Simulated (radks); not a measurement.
Excited configurations of Al: one electron is placed in a higher orbital outside [Ne] 3s2. The ground configuration is [Ne] 3s2 3p1. All-electron calculation, scalar-relativistic Kohn-Sham, LDA (Slater exchange, Perdew-Wang correlation), spin-polarised, spherical densities, finite nucleus; open shells are filled with parallel spins first; Fermi nuclear charge, rms radius 3.061 fm. Program: a radial shooting solver on a logarithmic mesh with Libxc functionals. Excitation = E - E(ground); binding = E(ion) - E, where the ion is the core of charge +1; n* = 1/sqrt(2 binding) in atomic units, and the quantum defect is n - n*.

outer orbital  excitation (eV)  binding (eV)     n*  quantum defect  eigenvalue (eV)  <r> (bohr)
3d                       4.092         1.895  2.679           0.321           -0.746       8.054
4s                       3.029         2.959  2.144           1.856           -1.767       7.352
4d                       4.800         1.188  3.384           0.616           -0.655       15.84
7s                       5.385         0.603  4.752           2.248           -0.406       37.85

Estimate the row for 6s.

Answer. excitation (eV) 5.091; binding (eV) 0.897; n* 3.894; quantum defect 2.106; eigenvalue (eV) -0.587; <r> (bohr) 25.00. The Delta-SCF ionisation energy is 5.988 eV (NIST Atomic Spectra Database: 5.986 eV, measured). Self-interaction in the functional shifts the binding energies and quantum defects, so they are the method's values and not measured ones. Open shells are spherical and high-spin; term and fine-structure splittings are not resolved.
